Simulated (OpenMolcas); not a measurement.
Mn, Tc, Re: d5 s2 down the group

```yaml
Program: OpenMolcas
Method: MS-CASPT2, IPEA 0.25 Eh, imaginary shift 0.1 Eh
Basis: ANO-R3
Scalar_Hamiltonian: X2C, finite nucleus
Spin-orbit_coupling: RASSI with atomic mean-field integrals over the reference wave functions, term energies averaged over their components
```

Active space for each ion: 7 electrons in 6 orbitals (d s); closed shells correlated by CASPT2: Mn 3s 3p; Tc 4s 4p; Re 5s 5p.

Computed levels in cm-1 above 6S 5/2:

| Level | Mn | Tc | Re |
| --- | --- | --- | --- |
| 4G 11/2 | 28530 | 24000 | 18250 |
| 4G 9/2 | 28530 | 24930 | 18460 |
| 4P 3/2 | 28570 | 25830 | 16410 |
| 4P 1/2 | 28590 | 25880 | 17920 |
| weight of 6S in the lowest level (%) | 100 | 99 | 92 |

Mixed levels, with the weight of the term that names them: Mn 4P 3/2 (74 %), Mn 4P 1/2 (74 %), Tc 4G 11/2 (63 %), Tc 4G 9/2 (54 %), Tc 4P 3/2 (67 %), Re 4P 3/2 (51 %), Re 4P 1/2 (62 %).

Measured, with the error of the calculation in %. Measured levels: Mn, Tc, Re from NIST Handbook of Basic Atomic Spectroscopic Data.

```json
{"Level": "4G 11/2", "Re": "16307 (+11.9)"}
{"Level": "4G 9/2", "Re": "16619 (+11.1)"}
```

Without spin-orbit coupling 4G lies 28520, 24390, 17670 cm-1 above 6S in that order; the difference to the level 4G 11/2, of either sign, comes from spin-orbit coupling, which also lowers the zero.

CASPT2 breaks the degeneracy within a term, and the mean is taken; among the terms shown or strongly mixed into the levels shown the widest spread is 1300 cm-1 (3d5 4s2 4G, Mn). Over all roots computed the reference weight is 0.83 to 0.90 in Mn, 0.84 to 0.89 in Tc; the roots of lowest weight are the least certain, and an intruder state may touch them. Terms from blocks run as CI alone lack orbitals of their own. The CASPT2 spread within a term exceeds the gap to the next term for 3d5 4s2 4G and 3d5 4s2 4P, so the order of their levels is uncertain, and so are names and mixing where such terms share a J (figures for Mn; the like holds for Tc, Re). Some high roots are left out of the spin-orbit mixing, which shifts the levels that they would mix with (holds for Mn). Blocks of more than 70 roots (2S+1 = 2 even) ran without multistate coupling (holds for Tc). Configurations are named by rounded mean occupations; where the s occupation lies near a half they are strongly mixed, a name can repeat and a true partner stay unpaired (holds for Tc; Re). Computed and measured levels are paired by configuration, term and J; levels that our copy of the source lacks, or whose pairing is in doubt (as where it misses far off the trend of its configuration), stay unpaired and out of the deviations. Levels of configurations outside the active space are missing.
